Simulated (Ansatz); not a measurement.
PdI2. The state is a quintet with charge 0. Geometry r2SCAN-D4/def2-TZVP; atoms count from 1.

```xyz
3

Pd    0.7782   -0.6834    0.6583
I     0.9027    1.7261   -0.4191
I    -1.6809   -1.0427   -0.2392
```

In the def2 sets I, Pd take a core potential; there is no spin–orbit coupling. At PBE0-D4/def2-TZVP a triplet of charge 0 lies 3.63 eV below the quintet, each at its own geometry. The structure comes from a short search, and lower isomers may exist.

Q: Estimate the Mulliken populations from the PBE0/def2-TZVP orbitals of Ansatz.

A: 
```csv
atom,charge (e),spin (α − β),d electrons
Pd1,-0.09,2.24,8.58
I2,0.05,0.88,–
I3,0.05,0.88,–
```
Mulliken values depend strongly on the basis.

Q: Where does the spin sit?

A: Summed by element: Pd 2.24, I 1.76, of 4 unpaired in all. Largest on single atoms: Pd1 2.24, I2 0.88, I3 0.88.

Q: And the Mayer bond orders between heavy atoms (over 0.3)?

A: Pd1–I2 0.98 (2.64 Å); Pd1–I3 0.98 (2.64 Å).
